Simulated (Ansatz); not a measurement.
Born–Oppenheimer molecular dynamics of HSTe (3 atoms, charge 0, multiplicity 2). It starts from a relaxed structure.

The calculation used UKS B3LYP-D4/def2-SVP (Ansatz).

| Property | Result |
| --- | --- |
| ensemble | NVT, Nosé–Hoover chain |
| time step | 0.5 fs |
| steps asked | 250 |
| set temperature | 300 K |
| thermostat | time constant 100 fs, chain length 3 (defaults) |
| seed | 740739 |

Frames 1 fs apart, positions in Å, forces in eV/Å.

Velocities at 25.0 fs (Å/ps):

```
S 0.51 -0.14 0.26
Te -0.10 0.23 -0.03
H -3.85 -24.57 -4.84
```

```xyz
3
Properties=species:S:1:pos:R:3:forces:R:3 time_fs=25.0 energy_less_start_eV=0.005 T=267
S 1.464 0.322 0.840 0.33 -0.06 0.17
Te -0.542 0.640 -0.227 -0.35 -0.04 -0.20
H -0.945 -0.964 -0.626 0.03 0.10 0.03
3
Properties=species:S:1:pos:R:3:forces:R:3 time_fs=26.0 energy_less_start_eV=0.011 T=219
S 1.465 0.322 0.840 0.30 -0.04 0.16
Te -0.542 0.640 -0.227 -0.39 -0.37 -0.26
H -0.948 -0.988 -0.630 0.09 0.41 0.10
3
Properties=species:S:1:pos:R:3:forces:R:3 time_fs=27.0 energy_less_start_eV=0.022 T=135
S 1.465 0.321 0.840 0.27 -0.03 0.15
Te -0.542 0.641 -0.227 -0.41 -0.62 -0.29
H -0.951 -1.008 -0.634 0.14 0.64 0.15
3
Properties=species:S:1:pos:R:3:forces:R:3 time_fs=28.0 energy_less_start_eV=0.033 T=56
S 1.466 0.321 0.841 0.25 -0.02 0.13
Te -0.542 0.641 -0.227 -0.41 -0.78 -0.31
H -0.952 -1.022 -0.636 0.17 0.79 0.18
3
Properties=species:S:1:pos:R:3:forces:R:3 time_fs=29.0 energy_less_start_eV=0.038 T=18
S 1.467 0.321 0.841 0.22 -0.01 0.12
Te -0.543 0.641 -0.227 -0.40 -0.85 -0.32
H -0.952 -1.028 -0.637 0.18 0.86 0.19
3
Properties=species:S:1:pos:R:3:forces:R:3 time_fs=30.0 energy_less_start_eV=0.035 T=37
S 1.468 0.321 0.842 0.21 -0.01 0.11
Te -0.543 0.641 -0.227 -0.38 -0.83 -0.30
H -0.950 -1.026 -0.636 0.17 0.83 0.19
3
Properties=species:S:1:pos:R:3:forces:R:3 time_fs=31.0 energy_less_start_eV=0.026 T=108
S 1.468 0.321 0.842 0.20 -0.01 0.11
Te -0.543 0.641 -0.227 -0.35 -0.72 -0.27
H -0.947 -1.016 -0.633 0.15 0.72 0.16
3
Properties=species:S:1:pos:R:3:forces:R:3 time_fs=32.0 energy_less_start_eV=0.014 T=202
S 1.470 0.321 0.843 0.19 -0.01 0.10
Te -0.543 0.641 -0.227 -0.30 -0.52 -0.22
H -0.942 -1.000 -0.628 0.10 0.53 0.12
3
Properties=species:S:1:pos:R:3:forces:R:3 time_fs=33.0 energy_less_start_eV=0.004 T=278
S 1.471 0.320 0.843 0.19 -0.02 0.10
Te -0.544 0.641 -0.228 -0.23 -0.23 -0.15
H -0.936 -0.978 -0.622 0.04 0.24 0.05
3
Properties=species:S:1:pos:R:3:forces:R:3 time_fs=34.0 energy_less_start_eV=0.002 T=296
S 1.472 0.320 0.844 0.18 -0.02 0.10
Te -0.544 0.640 -0.228 -0.15 0.13 -0.07
H -0.929 -0.954 -0.616 -0.03 -0.11 -0.03
3
Properties=species:S:1:pos:R:3:forces:R:3 time_fs=35.0 energy_less_start_eV=0.009 T=240
S 1.473 0.320 0.844 0.17 -0.03 0.09
Te -0.544 0.640 -0.228 -0.06 0.51 0.02
H -0.923 -0.931 -0.610 -0.11 -0.48 -0.12
3
Properties=species:S:1:pos:R:3:forces:R:3 time_fs=36.0 energy_less_start_eV=0.022 T=140
S 1.474 0.320 0.845 0.16 -0.03 0.09
Te -0.545 0.640 -0.228 0.02 0.85 0.11
H -0.918 -0.912 -0.605 -0.19 -0.82 -0.19
```

Of the whole run (125 fs, mean temperature of the second half 195 K): The conserved energy stayed within 0.17 meV per atom of its start (net change -0.002 meV per atom), so the integration is sound. The mean temperature of the second half is 35 % below the set value. A run of 0.12 ps of so small a system gives no equilibrium averages.

Run time: 7.8 min on 1 thread of Arm Neoverse V2, on a shared host, peak memory 0.12 GiB.
